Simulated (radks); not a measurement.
Valence configurations of Sc I (all share [Ar]). Calculated with a radial shooting solver on a logarithmic mesh with Libxc functionals: non-relativistic Kohn-Sham, r2SCAN, spin-polarised, spherical densities, point nucleus; open shells are filled with parallel spins first; meta-GGA in the generalised Kohn-Sham scheme. Energies are relative to 3d1 4s2; eigenvalues in eV for spin up.

valence          E (eV)  moment (Bohr magnetons)   e(3d)   e(4p)   e(4s)
3d1 4s2           0.000                        1  -3.560       -  -4.421
3d3               3.027                        3  -0.952       -       -
3d1 4s1 4p1       1.649                        3  -4.596  -2.418  -5.520
3d2 4s1           0.519                        3  -1.665       -  -4.106
3d1 4p2           4.716                        3  -5.592  -2.881       -
4s2 4p1           3.470                        1       -  -2.825  -6.220
3d0.5 4s2 4p0.5   1.372                        1  -5.601  -2.183  -5.319
3d0.5 4p2.5       6.417                        3  -7.514  -3.404       -
3d1 4s1.5 4p0.5   1.088                        2  -4.171  -2.059  -5.092

NIST lists [Ar] 3d1 4s2 as the ground configuration; this level of theory agrees among the configurations tried. The energies are those of spherical high-spin densities, not of single terms.
